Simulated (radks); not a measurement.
The numbers below are computed, except where a source is named.
Gd28+, 36 electrons, occupied as [Kr].

Level of theory: non-relativistic Kohn-Sham, LB94 model potential, spin-polarised, spherical densities, point nucleus; relativity is left out, which matters for an element this heavy (a radial shooting solver on a logarithmic mesh with Libxc functionals).

Energy parts (Ry):
kinetic: 20908.2569
electron-nucleus: -46846.4706
Hartree: 5466.2870
(The LB94 potential has no energy functional, so no total or exchange-correlation energy is given.)

Orbitals (lengths in bohr, moments of r in powers of bohr; r(max) is where P^2 peaks):
| orbital | occ. | eigenvalue (Ry) | <r> | r(max) |
|---|---|---|---|---|
| 1s | 2 | -3544.412 | 0.02368 | 0.01571 |
| 2s | 2 | -626.3374 | 0.1007 | 0.08600 |
| 2p | 6 | -600.0034 | 0.08533 | 0.06693 |
| 3s | 2 | -192.2748 | 0.2576 | 0.2387 |
| 3p | 6 | -180.5196 | 0.2470 | 0.2258 |
| 3d | 10 | -158.8284 | 0.2183 | 0.1794 |
| 4s | 2 | -85.25933 | 0.5295 | 0.5159 |
| 4p | 6 | -80.41617 | 0.5301 | 0.5147 |
| 4d | 0 | -71.89271 | 0.5246 | 0.5023 |
| 5s | 0 | -48.67260 | 0.9092 | 0.9344 |

The highest occupied level is 4p at -1094.1 eV. For comparison, the ionisation energy in NIST's Atomic Spectra Database is 1100 eV (theoretical). In exact Kohn-Sham theory the highest level is minus the ionisation energy, but local and semilocal functionals leave it too shallow, through self-interaction and a potential that decays too fast; potentials with the right tail come closer. The density falls to 0.001 e/bohr^3 at r = 1.30 bohr. Summed over all electrons, <r^2> = 3.739 bohr^2, which gives a Langevin (diamagnetic) susceptibility term of -2.96 x 10^-6 cm^3/mol.
